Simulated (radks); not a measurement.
Isoelectronic series with 2 electrons, each ion in its NIST ground configuration. Calculated with a radial shooting solver on a logarithmic mesh with Libxc functionals: Dirac Kohn-Sham, BLYP, spin-unpolarised, spherical densities, finite nucleus; Fermi nuclear charge, rms radius of each element as measured or else 0.836 A^(1/3) + 0.57 fm. Total energies (hartree) and mean radii <r> (bohr):

| ion | configuration | E (hartree) | 1s1/2 |
|---|---|---|---|
| Cl15+ | [He] | -279.51920 | 0.08991 |
| K17+ | [He] | -350.86713 | 0.08014 |
| Sc19+ | [He] | -430.44644 | 0.07225 |
| V21+ | [He] | -518.31048 | 0.06576 |
| Mn23+ | [He] | -614.51851 | 0.06031 |
| Co25+ | [He] | -719.13620 | 0.05567 |
| Cu27+ | [He] | -832.23554 | 0.05167 |
| Ga29+ | [He] | -953.89527 | 0.04819 |
| As31+ | [He] | -1084.20132 | 0.04512 |
| Br33+ | [He] | -1223.24703 | 0.04241 |
| Rb35+ | [He] | -1371.13337 | 0.03998 |
| Nb39+ | [He] | -1693.87106 | 0.03583 |
| Tc41+ | [He] | -1868.96567 | 0.03404 |
